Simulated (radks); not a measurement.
Results of a calculation; reference values are marked as such.
Cd34+, configuration [Ne] 3s2 3p1 7s1 (not the ground configuration).

Level of theory: Dirac Kohn-Sham, PBE, spin-unpolarised, spherical densities, point nucleus; open shells fill j = l - 1/2 first (a radial shooting solver on a logarithmic mesh with Libxc functionals).

Energy parts (hartree):
| part | energy |
|---|---|
| total | -4598.04851 |
| kinetic | 4863.99204 |
| electron-nucleus | -9994.67042 |
| Hartree | 622.49863 |
| exchange-correlation | -89.86876 |

Orbitals (lengths in bohr, moments of r in powers of bohr):
\begin{tabular}{lrrrrr}
orbital & occ. & eigenvalue (hartree) & <1/r> & <r^4> & small-component weight \\ \hline
1s1/2 & 2 & -1048.780 & 50.66 & 4.053e-06 & 3.10e-02 \\
2s1/2 & 2 & -215.4385 & 11.88 & 0.0006580 & 6.72e-03 \\
2p1/2 & 2 & -206.3914 & 11.83 & 0.0004214 & 6.69e-03 \\
2p3/2 & 4 & -199.0864 & 11.09 & 0.0004850 & 6.43e-03 \\
3s1/2 & 2 & -84.68037 & 4.792 & 0.01853 & 2.52e-03 \\
3p1/2 & 1 & -81.50729 & 4.732 & 0.01630 & 2.48e-03 \\
3p3/2 & 0 & -79.68711 & 4.542 & 0.01782 & 2.41e-03 \\
7s1/2 & 1 & -13.47879 & 0.7761 & 22.15 & 3.77e-04 \\
\end{tabular}

The highest occupied level is 7s1/2 at -366.78 eV. The configuration is held as typed, so some empty levels lie below it. The density falls to 0.001 e/bohr^3 at r = 2.94 bohr.
